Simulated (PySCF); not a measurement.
Molecule: `C=CB(C=C)C=C`, C$_{6}$H$_{9}$B.

Structure with atom numbers: `[CH2:1]=[CH:2][B:3]([CH:4]=[CH2:5])[CH:6]=[CH2:7]` (H(Xn): hydrogen on atom n). Ha(C1), Ha(C5), Ha(C7) are cis to B3; Hb(C1), Hb(C5), Hb(C7) are trans to B3.

Geometry PBE0-D3(BJ)/def2-SVP throughout; GIAO in PySCF 2.14.0 with density-fitted response routines, gas phase, one conformer, non-relativistic; equivalent atoms averaged; basis pcSseg-1.

(1) How do the shifts δ (against TMS, BF3·OEt2 at the same level) depend on the functional? (ppm; last column core-seconds on shared hosts with different chips, so compare them loosely)

(2) Which nucleus moves most, in ppm?

Results:

(1) 
```tsv
functional	kind	C1/C5/C7	C2/C4/C6	B3	H(C2)/H(C4)/H(C6)	Ha(C1)/Ha(C5)/Ha(C7)	Hb(C1)/Hb(C5)/Hb(C7)	core-s
HF	Hartree–Fock	150.6	146.4	56.2	6.75	6.50	6.49	5.1
LDA	LDA	156.7	160.1	54.8	7.36	6.67	6.69	32
BP86	GGA	148.5	151.2	51.1	7.10	6.52	6.52	24
OPBE	GGA	143.1	144.2	47.7	7.19	6.57	6.63	24
B3LYP	global hybrid	149.8	151.9	54.3	6.94	6.43	6.42	16
PBE0	global hybrid	150.9	151.1	53.7	7.08	6.56	6.58	13
mPW1PW91	global hybrid	150.8	150.8	53.6	7.04	6.53	6.55	31
B97-2	global hybrid	146.9	147.0	51.6	6.96	6.48	6.49	15
CAM-B3LYP	range-separated hybrid	153.1	153.5	57.0	6.95	6.49	6.49	22
```

(2) C2/C4/C6 (alkene CH): from 144.2 ppm with OPBE to 160.1 ppm with LDA. The smallest spread is 0.24 ppm, at Ha(C1)/Ha(C5)/Ha(C7). Proton shifts span only some 12 ppm, so a few tenths of a ppm matter as much there as several ppm in carbon.
